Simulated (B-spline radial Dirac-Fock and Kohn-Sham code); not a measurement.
The computed values come from an atomic code on a B-spline grid: relativistic Hartree-Fock (Dirac-Fock) wave functions, averaged over the configuration.

Question: This computed X-ray form factor belongs to an atom or ion in its tabulated ground configuration. Which?

```
sin θ/λ (Å⁻¹)      f₀
         0.12  73.637
         0.15  71.923
         0.27  63.434
          0.9  32.564
         2.01  15.068
         2.46  12.735
         3.01  10.222
         3.68   7.689
          4.5   5.813
```

Answer: Tl⁴⁺, with 77 electrons in [Xe] 4f14 5d9. f₀ tends to the number of electrons as s goes to zero, which the first rows give only roughly, and the rate of fall reflects the nuclear charge, 81.
